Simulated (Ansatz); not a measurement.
Diatomic CdSi, multiplicity 3 (lowest of 2S+1 = 1, 3 at CCSD(T)/def2-TZVPP on PBE0 minima; our sources give no spin for the ground state, which may be another). No spin–orbit coupling. The T1 diagnostic near the minimum is 0.048, so single-reference values are doubtful.

The constants come from a fifth-degree fit in 1/R (seven points, main isotopes). Runs in def2 and cc sets follow the lowest solution found near the PBE0 minimum.

The values were computed with Ansatz (a quantum-chemistry and plane-wave program). Each number belongs to the level named beside it. In def2 rows elements past Kr take small-core potentials, without spin–orbit coupling.

Energies at PBE/def2-TZVPP:

| R (Å) | E (hartree) |
|---|---|
| 2.384629 | -457.04230261 |
| 2.448732 | -457.04420911 |
| 2.507707 | -457.04504826 |
| 2.574374 | -457.04518186 |
| 2.641041 | -457.04465882 |
| 2.717965 | -457.04346773 |
| 2.807709 | -457.04154871 |

Problem. With a reduced mass of 22.4602 u, find the minimum, the force constant and the constants.

Solution. A fifth-degree polynomial in 1/R puts the minimum at r_e = 2.5523 Å with force constant 70.6 N/m. Then ω_e = (1/2πc)√(k/μ) = 231 cm⁻¹ and B_e = h/(8π²cμr_e²) = 0.1152 cm⁻¹; the cubic and quartic terms give α_e = 0.00094 and ω_e x_e = 1.6 cm⁻¹.
